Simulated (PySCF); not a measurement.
AlClH4O2Si, SMILES [OH][Al]([Cl])[O][SiH3].

The structure is a stationary point at PBE0-D3(BJ)/def2-SVP. The structure was generated by enumeration; whether it is a known compound was not checked. The values are those of a single conformer.

Two levels are set side by side: TDDFT-PBE/def2-SVPD (PySCF) and TDDFT-CAM-B3LYP/def2-SVPD (PySCF). Vertical, same geometry. The lowest singlet is HOMO→LUMO 100 % with PBE and HOMO→LUMO 85 % with the other functional; states are paired by order. Differences are taken from unrounded values.

| quantity | TDDFT-CAM-B3LYP |
|---|---|
| lowest singlet excitation (eV) | 6.85 |
| lowest triplet excitation (TDA) (eV) | 6.58 |
| first bright state (f over 0.05) (eV) | 7.80 |
| its oscillator strength | 0.08 |

Q: What does TDDFT-PBE give, and how far is it from TDDFT-CAM-B3LYP? (An estimate is asked for; the answer gives what the named calculation found.)

A: 
```csv
quantity,TDDFT-PBE,TDDFT-PBE minus TDDFT-CAM-B3LYP
lowest singlet excitation (eV),5.57,-1.28
lowest triplet excitation (TDA) (eV),5.41,-1.17
first bright state (f over 0.05) (eV),6.59,-1.20
its oscillator strength,0.05,-0.03
```

Functionals without exact exchange tend to place singlet excitations lower, as here. Differences between two approximate levels are no errors against the true value.

Rough cost on one machine, each run with all the roots and properties that it gave: TDDFT-CAM-B3LYP against TDDFT-PBE about 7 times.
